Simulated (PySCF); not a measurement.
**Lu⁶⁵⁺ (lutetium, charge +65): Hartree-Fock from Schrödinger to Dirac-Coulomb-Breit**

Occupied: 1s1/2, 2s1/2, 2p1/2. Hartree-Fock calculated with PySCF 2.14 in an even-tempered Gaussian basis (19 s from 16 bohr⁻², ratio 2.3; 15 p from 19 bohr⁻², ratio 2.3), Gaussian nucleus throughout. NR is non-relativistic, sf-X2C the spin-free one-electron X2C Hamiltonian, X2C adds the bare one-electron spin-orbit term, X2C-SNSO screens it by Boettger's factors, DC is four-component Dirac-Coulomb, and the Gaunt and Breit terms are added at first order (total energies over the DC spinors, levels after relaxing the spinors in that mean field). QED terms are absent. Levels marked empty are virtual spinors of this ion.

```
Hamiltonian  E (hartree)  E − E(DC) (hartree)  CPU seconds
        X2C   -7935.8105               1.7566         0.45
   X2C-SNSO   -7933.6643               3.9027         0.45
         DC   -7937.5670               0.0000           20
   DC+Gaunt   -7928.4813               9.0857           41
   DC+Breit   -7928.9467               8.6203          120
```

```json
{"level (eV)": "1s1/2", "X2C": "-70633.6", "X2C-SNSO": "-70635.8", "DC": "-70693.6", "DC+Gaunt": "-70511.5", "DC+Breit": "-70517.4"}
{"level (eV)": "2s1/2", "X2C": "-17010.7", "X2C-SNSO": "-17011.4", "DC": "-17019.4", "DC+Gaunt": "-17000.4", "DC+Breit": "-17002.1"}
{"level (eV)": "2p1/2", "X2C": "-16786.6", "X2C-SNSO": "-16757.8", "DC": "-16766.1", "DC+Gaunt": "-16726.9", "DC+Breit": "-16731.3"}
{"level (eV)": "2p3/2 (empty)", "X2C": "-15213.0", "X2C-SNSO": "-15223.0", "DC": "-15224.5", "DC+Gaunt": "-15206.0", "DC+Breit": "-15210.3"}
{"level (eV)": "3s1/2 (empty)", "X2C": "-7118.6", "X2C-SNSO": "-7118.7", "DC": "-7120.8", "DC+Gaunt": "-7115.5", "DC+Breit": "-7116.2"}
```

Weight of the small component: 1s1/2 0.0714, 2s1/2 0.0171, 2p1/2 0.0171, 2p3/2 0.0156, 3s1/2 0.00706.

Koopmans' value for the highest occupied level at DC+Breit: 16731.3 eV, against an ionisation energy of 16730 ± 30 eV (theoretical estimate listed by NIST; NIST Atomic Spectra Database, ionization energies); the former lacks relaxation, correlation, QED and recoil.

The whole ladder took 190 s of wall time on 1 thread of Neoverse-N1 (shared host), launched as `OMP_NUM_THREADS=1 python relrun2.py TASK.json OUT` (a driver that calls PySCF for each Hamiltonian).

Dirac-Coulomb iterations, started from the X2C spinors:

```
with_ssss True, with_gaunt False, with_breit False
light speed = 137.03599967994
init E= -7870.07940564362
cycle= 1 E= -7937.5664446721  delta_E= -67.5  |g|= 2.66  |ddm|= 0.11
cycle= 2 E= -7937.56703779561  delta_E= -0.000593  |g|= 0.00964  |ddm|= 0.00169
cycle= 3 E= -7937.56703783025  delta_E= -3.46e-08  |g|= 8.77e-05  |ddm|= 2.67e-05
```
